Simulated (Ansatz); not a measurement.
`C=C(F)N[SiH3]` + HI → `C=C(F)I` + `N[SiH3]`  (substitution at a C–N bond)

Program: Ansatz. Geometries: PBE0-D4/def2-TZVP. ΔE: electronic, gas phase. CBS: MP2 limit from def2 TZ/QZ plus the TZ coupled-cluster correction, frozen cores. This one scheme is used for every species. DFT in def2-TZVPP. Elements past krypton have def2 core potentials. For I outer-core shells are correlated without core-valence functions, which leaves a few kJ/mol of doubt a bond. Each species was taken in one conformer, which may not be the lowest.

(1) Is it downhill or uphill in electronic energy at CCSD(T)/CBS, and by how much? (Estimate.)

(2) What do these levels give: revPBE-D4, BLYP-D4, r2SCAN-D4, B2PLYP, CCSD/def2-SVP, MP2/CBS(def2)? (Best estimate.)

Largest T1 diagnostic among the species: 0.012.

Answers

(1) Ansatz gave: Uphill: ΔE = +6.8 kcal/mol.

(2) The calculation gave: revPBE-D4 7.8, BLYP-D4 7.4, r2SCAN-D4 9.4, B2PLYP 8.3, CCSD/def2-SVP 15.8, MP2/CBS(def2) 5.8 kcal/mol.

From BLYP to BHLYP (50 % exact exchange), in def2-TZVPP and without D4, ΔE moves by +3.9 kcal/mol. At CCSD(T), def2-SVP lies +8.5 kcal/mol from the extrapolated value and def2-TZVPP +1.5 kcal/mol.
